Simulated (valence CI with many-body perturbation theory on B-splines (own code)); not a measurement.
Values are calculated unless marked as measured or tabulated.
# Basis-set convergence for Ni5+

Method: relativistic CI+MBPT: five valence electrons over a frozen Dirac-Fock core [Ar], radial functions for each j: 7 s, 7 p, 8 d, 6 f, 4 g, 1 h, with the one-electron correlation potential Σ1 (screened to all orders), the two-electron term Σ2, the three-electron term Σ3, Breit, model QED; selected single and double excitations, second order for the rest, scaled by the run's own slope (own B-spline code, finite nucleus).

Set against measurement, 20 paired levels are off by 838 cm⁻¹ on average, the worst by 2245. These come from a selection out of Corliss and Sugar, J. Phys. Chem. Ref. Data 10, 197 (1981). Levels without a partner in it may be off by more, other configurations by 1,000 to 8,000 cm⁻¹. Among the levels kept, up to 580 cm⁻¹ of a level comes from second order outside the variational space, and about a tenth of that is noise between levels of different J, which matters for small intervals. Only levels of the ground parity were solved; by the run's estimate the other parity begins above the list, which can be wrong where configurations are misplaced.

The reference run has the lowest level 3d5 6S_5/2 and an ionisation energy of 106.295 eV. Its largest variational space holds 20849 state functions.

Changed runs:
A. basis 6 s, 6 p, 5 d, 5 f, 1 g
B. basis 5 s, 5 p, 4 d, 4 f

Excitation energies of the reference run in cm⁻¹, and shifts in cm⁻¹:

| Level | Reference | A | B |
| --- | --- | --- | --- |
| 3d5 4G_11/2 | 40807 | +300 | +1180 |
| 3d5 4G_5/2 | 40882 | +303 | +1183 |
| 3d5 4G_9/2 | 40902 | +301 | +1181 |
| 3d5 4G_7/2 | 40914 | +302 | +1182 |
| 3d5 4P_5/2 | 45872 | +481 | +1145 |
| 3d5 4P_3/2 | 46094 | +482 | +1135 |
| 3d5 4P_1/2 | 46333 | +487 | +1112 |
| 3d5 4D_7/2 | 49827 | +412 | +1557 |
| 3d5 4D_1/2 | 50142 | +413 | +1544 |
| 3d5 4D_3/2 | 50303 | +416 | +1519 |
| 3d5 4D_5/2 | 50312 | +416 | +1510 |
| 3d5 2I_11/2 | 58967 | +402 | +1620 |
| Ionisation energy (eV) | 106.295 | -0.156 | -0.171 |
